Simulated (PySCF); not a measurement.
Radial density of Te⁻ (tellurium, charge -1)

LC-wPBE, [Kr] 4d10 5s2 5p5, 2P determinant. All numbers are calculated (PySCF 2.14, no relativity, point nucleus, in dyall-av2z (22s16p12d, 130 functions)).

```csv
r (bohr),4πr²ρ (e/bohr),4πr²(ρα − ρβ)
0.000534,0.3362,0.0000
0.000898,0.9159,0.0000
0.00151,2.431,0.0000
0.00254,6.180,0.0000
0.00427,14.60,-0.0001
0.00719,30.54,-0.0001
0.0121,52.23,0.0001
0.0203,65.33,0.0019
0.0342,58.78,0.0081
0.0576,67.17,0.0161
0.0968,84.71,0.0045
0.163,61.71,0.0062
0.274,70.28,0.0267
0.461,26.23,0.0187
0.775,26.56,0.0472
1.30,8.578,0.0873
2.19,3.479,0.4554
3.69,1.142,0.1868
6.20,0.09913,0.0105
10.4,0.002693,-0.0001
```

A non-relativistic calculation at this Z misses sizeable relativistic shifts.
